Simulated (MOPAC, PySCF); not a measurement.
C3H3F, SMILES `FCC#C`, neutral singlet in the gas phase. 

Cartesian coordinates (Å):
SMILES: C#CCF
```xyz
7

C      1.5029    -0.6171     0.6177
C      0.4453    -0.2007     0.2374
C     -0.8469     0.2882    -0.2134
F     -0.7084     1.4312    -1.0008
H      2.4427    -0.9829     0.9527
H     -1.3565    -0.4677    -0.8155
H     -1.4790     0.5490     0.6387
```
Charge 0, multiplicity 1.

All levels are single points at this geometry (B3LYP-D3(BJ)/def2-TZVP); Pople sets use spherical d functions. Orbital energies aren't observables, and empty levels follow the basis.

```csv
level,HOMO (eV),LUMO (eV),gap (eV),dipole (D),"vertical IE, Delta-SCF (eV)"
ωB97X-D3(BJ)/def2-TZVP in PySCF,-10.70,2.21,12.91,1.81,10.89
B3LYP/6-311+G** in PySCF,-8.06,-0.49,7.57,2.01,–
B3LYP/6-31G* in PySCF,-7.58,0.46,8.04,1.71,10.49
BP86/6-31G* in PySCF,-6.62,-0.52,6.10,1.59,–
M06-2X/6-31G* in PySCF,-9.20,1.68,10.88,1.79,–
PBE/6-31G* in PySCF,-6.52,-0.42,6.09,1.57,10.21
SVWN5/6-31G* in PySCF,-6.63,-0.66,5.97,1.63,10.38
HF/3-21G in PySCF,-11.05,4.94,15.98,2.24,–
HF/6-31G* in PySCF,-10.84,4.86,15.70,2.06,9.51
AM1 in MOPAC,-11.08,1.52,12.60,1.69,–
PM3 in MOPAC,-11.22,1.32,12.54,1.67,–
PM6 in MOPAC,-11.24,1.14,12.37,1.61,–
PM7 in MOPAC,-11.29,0.99,12.28,1.78,–
```
